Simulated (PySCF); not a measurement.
Species: C4H12O2Si.
Atom-mapped SMILES: `[CH3:1][O:2][Si:3]([CH3:4])([CH3:5])[O:6][CH3:7]` (hydrogens: H8, H9, H10 on C1; H11, H12, H13 on C4; H14, H15, H16 on C5; H17, H18, H19 on C7)

The same species was optimised twice, with GFN2-xTB and with PBE0-D3(BJ)/def2-SVP (PySCF), and the same property calculations (PySCF, gas phase) were run on both structures.

| coordinate | GFN2-xTB | PBE0-D3(BJ)/def2-SVP | change |
| --- | --- | --- | --- |
| Si3–C5 (Å) | 1.911 | 1.871 | -0.040 |
| Si3–C4 (Å) | 1.896 | 1.860 | -0.036 |
| Si3–O6 (Å) | 1.624 | 1.658 | +0.034 |
| O2–Si3 (Å) | 1.639 | 1.671 | +0.032 |
| C1–O2 (Å) | 1.398 | 1.394 | -0.004 |
| O6–C7 (Å) | 1.400 | 1.399 | -0.001 |
| Si3–O6–C7 (°) | 128.0 | 124.5 | -3.5 |
| C1–O2–Si3 (°) | 129.1 | 126.1 | -3.0 |
| C4–Si3–O6 (°) | 104.1 | 106.6 | +2.5 |
| C5–Si3–O6 (°) | 113.3 | 111.3 | -2.0 |
| O2–Si3–C4 (°) | 113.4 | 111.7 | -1.7 |
| C4–Si3–C5 (°) | 110.9 | 112.5 | +1.6 |
| O2–Si3–C5 (°) | 110.3 | 109.2 | -1.1 |
| O2–Si3–O6 (°) | 104.7 | 105.3 | +0.6 |
| C1–O2–Si3–C4 (°) | 65 | 71 | +6 |
| O2–Si3–O6–C7 (°) | 52 | 52 | 0 |

Rotational constants: A = 2326, B = 1660, C = 1440 MHz (GFN2-xTB) against A = 2378, B = 1672, C = 1443 MHz (PBE0-D3(BJ)/def2-SVP). Point groups within 0.08 Å: C1 and C1. Atoms that the bonding makes alike are paired by their places after alignment.

On the GFN2-xTB structure: HOMO (eV) -7.58 [PBE0/pcSseg-1]; LUMO (eV) 1.15 [PBE0/pcSseg-1]; dipole (D) 1.57 [PBE0/pcSseg-1]; GIAO shielding of C1/C7 (mean) (ppm) 135.0 [PBE0/pcSseg-1]; GIAO shielding of O2/O6 (mean) (ppm) 307.9 [PBE0/pcSseg-1]; GIAO shielding of Si3 (ppm) 358.5 [PBE0/pcSseg-1]; GIAO shielding of C4/C5 (mean) (ppm) 189.6 [PBE0/pcSseg-1].

Task: What do these properties become on the PBE0-D3(BJ)/def2-SVP structure?

Result: 
```tsv
property	level	on GFN2-xTB	on PBE0-D3(BJ)/def2-SVP	change
HOMO (eV)	PBE0/pcSseg-1	-7.58	-7.64	-0.06
LUMO (eV)	PBE0/pcSseg-1	1.15	1.11	-0.04
dipole (D)	PBE0/pcSseg-1	1.57	1.72	+0.15
energy, GFN2-xTB geometry as zero (kcal/mol)	PBE0/pcSseg-1	0.0	-1.9	-1.9
GIAO shielding of C1/C7 (mean) (ppm)	PBE0/pcSseg-1	135.0	133.7	-1.3
GIAO shielding of O2/O6 (mean) (ppm)	PBE0/pcSseg-1	307.9	306.2	-1.7
GIAO shielding of Si3 (ppm)	PBE0/pcSseg-1	358.5	347.6	-10.9
GIAO shielding of C4/C5 (mean) (ppm)	PBE0/pcSseg-1	189.6	189.1	-0.5
```

The heavy atoms differ by 0.064 Å rms after alignment. Among bonds between heavy atoms Si3–C5 changes most (-0.040 Å). Changes are differences of the printed values. Neither structure is proved a minimum here.

Conformer computed: `[CH3:1][O:2][Si:3]([CH3:4])([CH3:5])[O:6][CH3:7]`: C1–O2–Si3–C4 71°, O2–Si3–O6–C7 52°.
